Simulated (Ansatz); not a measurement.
Basis-set series for `CC(F)CBr`. Total charge 0; spin multiplicity 1. All single points use the PBE0-D4/def2-TZVP geometry. It is one conformer, not always the lowest.

```csv
functional,basis,functions,energy (Eh),HOMO (eV),LUMO (eV)
PBE0-D4,def2-SVP,118,-2790.92557,-7.82,0.26
PBE0-D4,def2-TZVPP,256,-2791.49130,-7.97,-0.01
ωB97M-V,def2-SVP,118,-2791.21423,-10.08,2.37
ωB97M-V,def2-TZVPP,256,-2791.78905,-10.25,1.92
```

Problem. Give the rows for def2-QZVPP. (Estimate.)

Solution. The calculation gave: 
```csv
functional,basis,functions,energy (Eh),HOMO (eV),LUMO (eV)
PBE0-D4,def2-QZVPP,497,-2791.55572,-7.99,-0.17
ωB97M-V,def2-QZVPP,497,-2791.85137,-10.27,1.48
```

Positive LUMOs are unbound and depend on the basis. Scalar relativity is left out up to krypton.

Results of the Gaussian-basis code of Ansatz.
